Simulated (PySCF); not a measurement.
Isomers of C5H5F3O2, one GFN2-xTB conformer each. Single-point energies are computed at PBE0/pcSseg-1 (PySCF, gas phase, no added dispersion term), electronic only.

Problem. Rank them by PBE0/pcSseg-1 energy, lowest first (kcal/mol).
A. `[OH:1][C@@:2]12[CH2:3][C@@H:4]1[C@H:5]2[O:6][C:7]([F:8])([F:9])[F:10]` with H–O1–C2–C3 -152°, C4–C5–O6–C7 157°
B. `[O:1]=[CH:2][O:3][C:4]1([C:5]([F:6])([F:7])[F:8])[CH2:9][CH2:10]1` with O1–C2–O3–C4 3°, C2–O3–C4–C5 92°

Solution. B (0.0), A (38.5).

As drawn, the lower has a C=O bond and a C(=O)–O unit, which the higher lacks; the higher has an O–H bond, which the lower lacks. GFN2-xTB itself gives, in the same order: 0.0, 25.8. Both levels put the same isomer lowest.

Problem. Which frontier levels, dipoles and rotational constants go with these structures?

Solution. 
| SMILES | HOMO (eV, PBE0/pcSseg-1) | LUMO (eV) | dipole (D) | A, B, C (MHz) |
| --- | --- | --- | --- | --- |
| O=COC1(C(F)(F)F)CC1 | -8.55 | -0.24 | 2.73 | 1936, 1234, 1027 |
| O[C@@]12C[C@@H]1[C@H]2OC(F)(F)F | -7.10 | 1.31 | 2.04 | 2849, 884.1, 802.1 |
